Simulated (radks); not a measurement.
The numbers below are computed, except where a source is named.
Question: The table gives one normalised radial function P(r) = r R(r) of Zr38+ in [He] (r in bohr). Code: a radial shooting solver on a logarithmic mesh with Libxc functionals. Model: scalar-relativistic Kohn-Sham, LDA (Slater exchange, Perdew-Wang correlation), spin-polarised, spherical densities, point nucleus.

r	P
0.001523	0.2916
0.002015	0.3734
0.002688	0.4781
0.003585	0.6062
0.004743	0.7540
0.006326	0.9268
0.008437	1.1108
0.01116	1.2804
0.01489	1.4078
0.01986	1.4295
0.02628	1.2746
0.03505	0.8536
0.04674	0.1188
0.06185	-0.8490
0.08249	-1.8953
0.11	-2.6244
0.1456	-2.6878
0.1942	-2.0454
0.259	-1.0930
0.3426	-0.3884
0.457	-0.0760

Which n and l does it have? It may be an empty orbital.

Answer: n = 2, l = 0: the number of nodes gives n - l - 1 = 1, the rise at small r (about r^(l+1), flatter next to the nucleus through relativity) gives l, and the extent must fit the shell. The curve is that of 2s. 2s (empty): eigenvalue -5185.8 eV, 1 radial node at r = 0.0485 bohr, <r> = 0.150 bohr, 90 % of the charge inside 0.229 bohr.
